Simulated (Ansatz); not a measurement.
`CCC(C)Br` → `CC(C)Br` + `[CH2]` (triplet) at 500 K and 1 bar (formal loss of a carbene).

Program: Ansatz. Geometries: PBE0-D4/def2-TZVP. ΔE: electronic, gas phase. CCSD(T)/CBS adds triple-zeta CCSD(T) − MP2 to the extrapolated MP2 energy (def2 sets, frozen cores). This one scheme is used for every species. Triplets are unrestricted, without spin–orbit coupling. For Br outer-core shells are correlated without core-valence functions, which leaves a few kJ/mol of doubt a bond. Scalar relativity is left out up to krypton. Each species was taken in one conformer, which may not be the lowest.

| species | CCSD(T)/CBS energy (Eh) | H − E (kJ/mol) | S (J/(mol·K)) |
| --- | --- | --- | --- |
| `CCC(C)Br` | -2730.96533 | 369.0 | 411.1 |
| `CC(C)Br` | -2691.70361 | 285.2 | 367.5 |
| `[CH2]` (triplet) | -39.09499 | 62.7 | 213.9 |

H − E and S are ideal-gas, rigid-rotor, harmonic terms from PBE0-D4/def2-TZVP, for one conformer and one mirror image of each species, with the whole ground term of open shells counted as degenerate. 1 Eh = 2625.50 kJ/mol, R = 8.31446 J/(mol·K).

By hand: ΔE, ΔH, ΔS and ΔG.

ΔE = (-2691.70361) + (-39.09499) − (-2730.96533) = 0.16673 Eh = 437.7 kJ/mol. Δ(H − E) = 285.2 + 62.7 − 369.0 = -21.1, so ΔH = 416.6 kJ/mol. ΔS = 367.5 + 213.9 − 411.1 = 170.3 J/(mol·K). ΔG = 416.6 − 500 × (170.3)/1000 = 331.5 kJ/mol.

By hand: the equilibrium constant, and the temperature at which ΔG would vanish if ΔH and ΔS stayed fixed.

log₁₀ K = −ΔG/(RT ln 10) = -34.6. ΔG = 0 at ΔH/ΔS = 2446 K.

The number of gas molecules changes by +1, which sets the sign of ΔS. A doubt of 5 kJ/mol in ΔE shifts log₁₀ K by 0.5 here. Other conformers and mirror images would add mixing entropy, several J/(mol·K) or more a flexible species. A triplet takes part, so the spin changes. These are equilibria of isolated gas molecules and say nothing of rates. Largest T1 diagnostic: 0.011 (customary marks: 0.02 for closed shells, 0.045 for open ones).
